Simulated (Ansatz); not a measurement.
Molecular dynamics of C$_{2}$H$_{7}$AlOS

Input file:

```yaml
crystal:
  periodic: [false, false, false]
  atoms:
    - { symbol: Al, position_ang: [-0.2299, -0.179, -0.3815] }
    - { symbol: S, position_ang: [1.1655, 1.936, 0.3494] }
    - { symbol: O, position_ang: [0.5303, -1.5699, 0.1091] }
    - { symbol: C, position_ang: [1.0697, -1.0251, 1.3167] }
    - { symbol: H, position_ang: [1.2562, 0.3455, 1.1941] }
    - { symbol: C, position_ang: [-1.88, 0.3466, -1.3395] }
    - { symbol: H, position_ang: [2.2411, 1.4712, -0.2848] }
    - { symbol: H, position_ang: [0.3946, -1.2102, 2.1571] }
    - { symbol: H, position_ang: [2.0354, -1.4936, 1.5109] }
    - { symbol: H, position_ang: [-2.1756, 1.3602, -1.0619] }
    - { symbol: H, position_ang: [-2.7212, -0.3249, -1.1553] }
    - { symbol: H, position_ang: [-1.6861, 0.3432, -2.414] }
magnetization:
  spin_polarized: true
basis:
  gaussian: { orbitals: STO-3G }
hamiltonian:
  xc: r2scan
  dispersion: d4
md:
  timestep: 0.5
  n_steps: 129
  ensemble: nve
  temperature: 300.0
  initial_velocities: maxwell_boltzmann
  seed: 232634
```

Launched with:

```bash
$ ansatz run input.yaml --threads 1 --pin off --max-ram 2048MiB --backend cpu --events-out ev --progress --plain --runs-dir out
```

It starts from a rough guess of a transition structure, not a stationary point.

Output, in part (step lines, the closing report, with atoms numbered from 0):

```
md step     0: t =     0.00 fs  T =   300.0 K  F+E_penalty+E_count = -21410.35793093 eV  E_kin = 0.387780 eV  conserved = -21409.97015093 eV  (26 SCF iters)
md step     1: t =     0.50 fs  T =   275.4 K  F+E_penalty+E_count = -21410.32578440 eV  E_kin = 0.355932 eV  conserved = -21409.96985236 eV  (31 SCF iters)
md step     2: t =     1.00 fs  T =   263.3 K  F+E_penalty+E_count = -21410.30950528 eV  E_kin = 0.340301 eV  conserved = -21409.96920441 eV  (32 SCF iters)
md step     3: t =     1.50 fs  T =   271.3 K  F+E_penalty+E_count = -21410.31922704 eV  E_kin = 0.350665 eV  conserved = -21409.96856173 eV  (31 SCF iters)
md step     4: t =     2.00 fs  T =   306.7 K  F+E_penalty+E_count = -21410.36483009 eV  E_kin = 0.396457 eV  conserved = -21409.96837338 eV  (31 SCF iters)
md step     5: t =     2.50 fs  T =   371.5 K  F+E_penalty+E_count = -21410.44917116 eV  E_kin = 0.480238 eV  conserved = -21409.96893353 eV  (30 SCF iters)
md step     6: t =     3.00 fs  T =   459.1 K  F+E_penalty+E_count = -21410.56372242 eV  E_kin = 0.593477 eV  conserved = -21409.97024521 eV  (30 SCF iters)
md step     7: t =     3.50 fs  T =   554.4 K  F+E_penalty+E_count = -21410.68866545 eV  E_kin = 0.716557 eV  conserved = -21409.97210834 eV  (29 SCF iters)
[... lines left out ...]
Total energy: -21411.80414647 eV, -786.8692889406 hartree
Atom 0 at    -0.033552     0.122681    -0.422528 Å, force    -1.229809     2.405518    -0.298827 eV/Å
Atom 1 at     1.087841     2.075420     0.119830 Å, force    -1.198509    -2.857009    -0.265951 eV/Å
Atom 2 at     0.204840    -1.195384     0.560580 Å, force     1.529146    -1.856013     1.460356 eV/Å
Atom 3 at     1.304523    -1.856597     1.377828 Å, force    -1.759364     3.028472    -0.197297 eV/Å
Atom 4 at     1.924126    -1.155289     2.104366 Å, force    -1.360431    -1.369848    -1.464829 eV/Å
Atom 5 at    -1.911627     0.047929    -1.401375 Å, force     2.647675     2.709502     0.178859 eV/Å
Atom 6 at     1.548035     1.408767     1.239624 Å, force    -0.060273     0.451442    -0.507917 eV/Å
Atom 7 at     0.774497    -2.648386     1.917084 Å, force    -0.232204    -0.011465     1.045539 eV/Å
Atom 8 at     1.964681    -2.426943     0.747963 Å, force     1.319286    -0.164937    -1.107428 eV/Å
Atom 9 at    -2.537787     0.876017    -0.984706 Å, force     0.506798    -0.480513    -0.149823 eV/Å
Atom 10 at    -2.513179    -0.819727    -1.339212 Å, force    -0.501845    -1.793838     0.569824 eV/Å
Atom 11 at    -1.857191     0.269803    -2.496214 Å, force     0.339532    -0.061311     0.737493 eV/Å
Dipole moment:     0.238736    -0.322569     0.014756 e Å
```

The steps, from the saved trajectory:

```csv
time (fs),T (K),potential energy less start (eV),conserved less start (meV/atom)
0.0,300,0.000,0.00
2.0,307,-0.007,0.15
4.0,636,-0.438,-0.34
6.0,476,-0.229,-0.11
8.0,669,-0.481,-0.35
10.0,940,-0.831,-0.35
12.0,705,-0.521,0.16
14.0,896,-0.771,0.04
16.0,1346,-1.357,-0.41
18.0,1308,-1.300,0.21
20.0,1784,-1.928,-0.81
22.0,1816,-1.961,-0.11
24.0,1729,-1.847,0.01
26.0,1936,-2.116,-0.12
28.0,1997,-2.200,-0.57
30.0,1725,-1.845,-0.23
32.0,1585,-1.665,-0.29
34.0,1139,-1.085,-0.01
36.0,1005,-0.909,0.16
38.0,1335,-1.347,-0.72
40.0,1117,-1.053,0.27
42.0,1488,-1.540,-0.42
44.0,1552,-1.622,-0.29
46.0,1407,-1.430,0.16
48.0,1709,-1.826,-0.45
50.0,1516,-1.572,-0.10
52.0,1497,-1.549,-0.17
54.0,1734,-1.859,-0.46
56.0,1525,-1.583,0.05
58.0,1607,-1.690,-0.06
60.0,1702,-1.820,-0.66
62.0,1298,-1.289,0.06
64.0,1412,-1.443,-0.46
```

The run went to its last step. The conserved energy stayed within 0.81 meV per atom of its start (net change -0.51 meV per atom), so the integration is sound. The system heated up, since it started high on the potential surface and ran downhill. A run of 0.065 ps of so small a system gives no equilibrium averages. The orbitals stay closed-shell, which can raise the energy where a bond breaks towards radicals; this wasn't checked here. Limits of this set-up: minimal basis.

The step under study would form S2–H5, Al1–C4 and break Al1–S2, C4–H5. These pairs go: S2–H5 1.80 → 3.88 Å, Al1–C4 2.30 → 2.99 Å, Al1–S2 2.64 → 2.32 Å, C4–H5 1.39 → 1.18 Å. In the last frame they stand as before the step (other bonds may differ from the relaxed reactants and products). It ends as one piece, C2H7AlOS. Pairs count as bonded within 1.25 times the sum of covalent radii (0.12 Å more for H–H).

Last frame:

```xyz
12
Properties=species:S:1:pos:R:3
Al -0.034 0.123 -0.422
S 1.088 2.075 0.120
O 0.205 -1.195 0.561
C 1.304 -1.857 1.378
H 1.924 -1.155 2.104
C -1.912 0.048 -1.401
H 1.548 1.409 1.240
H 0.774 -2.648 1.917
H 1.965 -2.427 0.748
H -2.538 0.876 -0.985
H -2.513 -0.820 -1.339
H -1.857 0.270 -2.496
```

Time of the run: 17 min on 1 thread of Arm Neoverse V1 (shared host), peak memory 0.18 GiB.
